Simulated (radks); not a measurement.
Values are calculated unless marked as measured or tabulated.
Task: Nd57+, configuration [He] 2s1. Code: a radial shooting solver on a logarithmic mesh with Libxc functionals. Model: scalar-relativistic Kohn-Sham, r2SCAN, spin-unpolarised, spherical densities, finite nucleus; meta-GGA in the generalised Kohn-Sham scheme; Fermi nuclear charge, rms radius 4.9123 fm; without spin polarisation the odd electron is poorly described. Some entries of the table are withheld. Estimate them.

orbital  occ.  eigenvalue (Ry)  r(max) (bohr)  <r> (bohr)
1s          2        -3658.246        0.01507     0.02350
2s          1              (1)        0.08254     0.09554
2p          0        -856.7308            (2)     0.08282
3s          0        -383.7453            (3)      0.2191

Result: 
(1) 2s eigenvalue (Ry): -899.4120
(2) 2p r(max) (bohr): 0.06564
(3) 3s r(max) (bohr): 0.2103
